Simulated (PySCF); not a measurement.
AlH3, SMILES [AlH3]. Atoms are numbered in the order given.

```xyz
4

Al     0.0000     0.0000     0.0000
H      1.5803     0.0000     0.0000
H     -0.7901     1.3685     0.0000
H     -0.7901    -1.3685     0.0000
```

Coordinates come from a B3LYP-D3(BJ)/def2-TZVPD optimisation. The isomer is the one that the SMILES or the coordinates give; other isomers of the formula were not compared.

Two levels are set side by side: PBE/pcSseg-2 (PySCF) and KT2/pcSseg-2 (PySCF). GIAO shifts against TMS (¹H) at the same level; non-relativistic, no solvent, atoms listed together averaged. Differences are taken from unrounded values.

```tsv
quantity	KT2	PBE	PBE minus KT2
δ(¹H) of H2, H3, H4 (ppm)	5.76	5.78	0.02
```

On these quantities the two levels nearly agree.

Rough cost on one machine, each run with all the roots and properties that it gave: KT2 against PBE within a factor of 2.
